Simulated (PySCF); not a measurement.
SMILES F[Si](F)(F)[SiH2][GeH3] (H₅F₃GeSi₂), PBE0/def2-SVP optimised geometry.

```
11

Si     1.86     0.85    -2.03
F      2.08    -0.28    -3.15
F      0.73     1.85    -2.61
F      3.22     1.70    -1.96
Si     1.17    -0.04     0.00
Ge    -1.21    -0.04     0.00
H      1.71     0.83     1.09
H      1.74    -1.41     0.13
H     -1.72    -0.75    -1.26
H     -1.74    -0.77     1.25
H     -1.71     1.41     0.00
```

Density from PBE0/def2-TZVP (PySCF 2.14.0) at that geometry.

Minimum of the electron density along straight lines between bonded atoms, close to the bond critical point (lines longer than 1.1 times the sum of covalent radii, or with two minima, are not listed):

```tsv
bond	length / Å	ρ at the minimum / e bohr⁻³	∇²ρ there / e bohr⁻⁵	position (fraction from the first atom)
Si1–F2	1.608	0.138	0.96	0.42
Si1–F3	1.611	0.137	0.94	0.42
Si1–F4	1.607	0.138	0.96	0.42
Si1–Si5	2.325	0.096	-0.10	0.64
Si5–Ge6	2.387	0.088	-0.13	0.48
Si5–H7	1.494	0.118	0.16	0.49
Si5–H8	1.493	0.118	0.16	0.49
Ge6–H9	1.537	0.133	0.06	0.59
Ge6–H10	1.538	0.132	0.06	0.59
Ge6–H11	1.537	0.133	0.05	0.59
```
